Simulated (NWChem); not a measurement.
## Total energies of C₂H₇Al

SMILES: [CH3][AlH][CH3]
```xyz
10

Al     0.0000     0.0000    -0.5030
C      1.7273     0.0000     0.4228
H      2.3271    -0.8802     0.1312
H      1.6440     0.0000     1.5210
H      2.3271     0.8802     0.1312
C     -1.7273     0.0000     0.4228
H     -2.3271     0.8802     0.1312
H     -1.6440     0.0000     1.5210
H     -2.3271    -0.8802     0.1312
H      0.0000     0.0000    -2.1016
```
Charge 0, spin multiplicity 1.

The numbers come from NWChem runs, not from measurements. Structure: optimised with PBE0/def2-SVP, a minimum by its harmonic frequencies.

Basis set: cc-pVDZ (81 functions).

```json
[
 {"method": "RHF", "total energy (Ha)": "-321.72767", "relative cost": "1"},
 {"method": "MP2", "total energy (Ha)": "-322.09335", "relative cost": "under 3"},
 {"method": "B2PLYP", "total energy (Ha)": "-322.62141", "relative cost": "under 3"},
 {"method": "PBE", "total energy (Ha)": "-322.57953", "relative cost": "under 3"},
 {"method": "B3LYP", "total energy (Ha)": "-322.87352", "relative cost": "under 3"},
 {"method": "BP86", "total energy (Ha)": "-322.86168", "relative cost": "under 3"},
 {"method": "CCSD(T)", "total energy (Ha)": "-322.15218", "relative cost": "40"}
]
```

Total energies of different functionals aren't comparable as a measure of quality: only differences taken within one method are. The cost column gives rough processor time relative to RHF; each entry includes its own SCF.

The correlated methods keep 7 core orbitals frozen. B3LYP has NWChem's definition, with VWN1-RPA local correlation. The structure started from a generated list of species. No row is a measurement; the coupled-cluster row has its own basis-set and correlation limits.
